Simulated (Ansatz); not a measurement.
Basis sets compared for SiH3(NHEt) (C₂H₉NSi). Charge 0, multiplicity 1. Geometry PBE-D4/def2-SVP. Ansatz on 2 threads of Arm Neoverse V1 on a shared host; times are rough, and most runs start from earlier orbitals.

Cartesian coordinates in Å:
```
C -0.8763 0.5515 -0.0751
C -0.2765 1.0293 -1.4025
N -0.4394 -0.7695 0.3589
Si 1.0106 -1.0690 1.2825
H 1.0032 -2.5291 1.6448
H 2.3322 -0.7782 0.5982
H 0.9725 -0.2091 2.5191
H -0.7550 -1.5243 -0.2567
H -1.9884 0.5684 -0.1449
H -0.6211 1.2768 0.7294
H 0.8305 1.0802 -1.3473
H -0.6534 2.0367 -1.6769
H -0.5390 0.3363 -2.2294
```

Another isomer (singlet) lies 0.39 eV lower at PBE0-D4/def2-TZVP; other spin states weren't run for this one.

Binding counts from free atoms (C triplet, N quartet, Si triplet, H doublet) in the same basis, without a counterpoise term.

| level | functions | energy (Eh) | HOMO (eV) | LUMO (eV) | binding per atom (eV) | wall time |
| --- | --- | --- | --- | --- | --- | --- |
| PBE-D4/def2-SVP | 105 | -425.3516 | -5.24 | 0.10 | 3.71 | 1.4 s |
| PBE0-D4/def2-SVP | 105 | -425.4066 | -6.64 | 0.97 | 3.67 | 1.8 s |

(1) Estimate the rows for PBE-D4/def2-TZVP (with forces), PBE0-D4/def2-TZVP.

## Answers

(1) 
```csv
level,functions,energy (Eh),HOMO (eV),LUMO (eV),binding per atom (eV),wall time
PBE-D4/def2-TZVP (with forces),184,-425.6073,-5.43,-0.39,3.69,3.1 s
PBE0-D4/def2-TZVP,184,-425.6575,-6.77,0.45,3.65,3.2 s
```
